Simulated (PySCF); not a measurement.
`[F][Ga]1[CH2]CC[CH2]1` in a uniform electric field

Compound: C₄H₈FGa.
SMILES with atom numbers: `[F:1][Ga:2]1[CH2:3][CH2:4][CH2:5][CH2:6]1` (hydrogens: H7, H8 on C3; H9, H10 on C4; H11, H12 on C5; H13, H14 on C6)

Cartesian coordinates in Å at the PBE0-D3(BJ)/def2-SVP level; atoms count from 1:
```xyz
14
C4H8FGa angstrom
F      2.3603    2.4401    0.2625
Ga     1.1395    1.1827    0.1224
C     -0.8304    1.2788    0.1640
C     -1.1386   -0.2185    0.3254
C     -0.1420   -1.1041   -0.4565
C      1.3201   -0.7662   -0.1202
H     -1.2689    1.9073    0.9513
H     -1.1967    1.6616   -0.8050
H     -2.1681   -0.4605    0.0120
H     -1.0761   -0.4875    1.3957
H     -0.3685   -2.1673   -0.2711
H     -0.3104   -0.9414   -1.5368
H      1.6334   -1.2311    0.8311
H      2.0346   -1.0913   -0.8895
```

Level: PBE0/def2-SVPD (PySCF); nuclei fixed, core orbitals frozen in the response. Permanent dipole (-1.793, -1.844, -0.208) D (1 au = 2.5417 D). Static polarisability (au):

```
x   76.80  3.78 -0.31
y    3.78 76.70  2.58
z   -0.31  2.58 58.79
```

Only the terms in μ and α are kept: μ(F) = μ + αF and ΔE = −μ·F − ½ F·αF.

Problem. Apply 0.002 au along ±x, ±y and ±z in turn. Tabulate induced and total dipoles and both energy terms.

Solution. 
```csv
field along,induced x (D),induced y (D),induced z (D),total size (D),−μ·F (kJ/mol),−½F·αF (kJ/mol)
+x,0.390,0.019,-0.002,2.311,+3.704,-0.403
−x,-0.390,-0.019,0.002,2.878,-3.704,-0.403
+y,0.019,0.390,0.013,2.302,+3.810,-0.403
−y,-0.019,-0.390,-0.013,2.885,-3.810,-0.403
+z,-0.002,0.013,0.299,2.565,+0.430,-0.309
−z,0.002,-0.013,-0.299,2.630,-0.430,-0.309
```

Problem. For the field (0.0006, 0.0002, -0.0014) au, what is the induced dipole, and what angle does it make with the field?

Solution. αF = (0.120, 0.036, -0.208) D, at 6.8° to the field. The polarisability along this direction, F·αF/F², is 61.83 au, against a mean of 70.76 au.

Problem. Which field along μ doubles the dipole in that direction (linear response)?

Solution. The polarisability along the dipole is 80.65 au, so F = 1.0152 au / 80.65 au = 0.0126 au = 0.65 V/Å; higher-order terms are ignored.

Problem. What field makes μF equal to kT at 400 K?

Solution. kT = 1.2667 × 10⁻³ Eh, so F = 0.00125 au = 6.42 MV/cm.

Problem. A unit point charge sits 11 Å away. Estimate the induction energy −αe²/2R⁴ with the mean polarisability, treating the molecule as a point.

Solution. R = 20.79 bohr, so the energy is −70.8/(2 × 20.79⁴) Eh = -0.498 kJ/mol. The charge–dipole term at its most favourable orientation, −μe/R², is -6.17 kJ/mol.

The structure is a single PBE0-D3(BJ)/def2-SVP conformer in the gas phase; no vibrational or solvent corrections. The calculation is non-relativistic, for gallium too.
